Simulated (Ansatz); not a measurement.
Reactions of `COC=C=N`.

Computed with Ansatz on PBE0-D4/def2-TZVP structures; ΔE is electronic, products minus reactants. CBS: MP2 limit from def2 TZ/QZ plus the TZ coupled-cluster correction, frozen cores. This one scheme is used for every species, atoms too. Double bonds are as drawn, so ΔE can hold a change between cis and trans. Functionals use def2-TZVPP. B3LYP here is the variant with VWN-RPA as its local correlation; programs differ in this. Open shells (•) are unrestricted, without spin–orbit coupling. Spin–orbit coupling would lower the free atoms: a little for C, O. Bonds to Ge are less sure, by a few kJ/mol each and by 10 to 20 or more in all where they break to atoms, as the def2 sets lack core-valence functions. Scalar relativity is left out up to krypton. One conformer a species, not always the lowest.

| reaction | CCSD(T)/CBS(def2) (kcal/mol) |
| --- | --- |
| `COC=C=N` + `N/C=C/C=O` → `CN/C=C/C=O` + `N=C=CO` | -3.7 |
| `COC=C=N` + `N=C(O)O` → `COC(=N)O` + `N=C=CO` | -0.6 |
| `COC=C=N` → `CCOC#N` | -29.5 |
| `COC=C=N` + `[OH][AlH2]` → `N=C=C[O][AlH2]` + CH₃OH | ? |
| `COC=C=N` → `N=CC1CO1` | -12.5 |
| `COC=C=N` → 3 C• + 5 H• + N• + O• | ? |
| `COC=C=N` + `[SiH3][GeH3]` → `N=C=C[SiH2][GeH3]` + CH₃OH | -29.1 |
| `COC=C=N` → `CC1=C(O)N1` | ? |
| `COC=C=N` → `[CH2]` (triplet) + `N=C=CO` | 93.9 |
| `COC=C=N` → `CC(=N)C=O` | -36.6 |

(1) Fill in the missing values. (Estimate.)

Largest T1 diagnostic: 0.016, for `N/C=C/C=O`.

Answers

(1) The calculation gave: `COC=C=N` + `[OH][AlH2]` → `N=C=C[O][AlH2]` + CH₃OH: +3.1 kcal/mol; `COC=C=N` → 3 C• + 5 H• + N• + O•: +961.6 kcal/mol; `COC=C=N` → `CC1=C(O)N1`: +23.8 kcal/mol.
